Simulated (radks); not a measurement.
Problem. Spherical quantum dot in the effective-mass picture: electrons in a parabolic well V = omega^2 r^2 / 2 with omega = 0.0723, with a point charge +2 (a donor) at the centre, all in effective atomic units (hartree* = m*/eps^2 hartree, bohr* = eps/m* bohr), one dielectric constant everywhere. Method: non-relativistic Kohn-Sham, PBE, spin-polarised, spherical densities; computed with a radial shooting solver with Libxc functionals. Levels are named by radial order and angular momentum (1s, 1p, 1d, 2s, ...), and open shells are averaged over m. At N = 20 the configuration is 1s2 1p6 1d10 2s2. Does electron 21 go into 2p up or 1f up?

Solution. Into 1f up. The total energies of the other choices lie higher by 0.0137 hartree* (2p up).
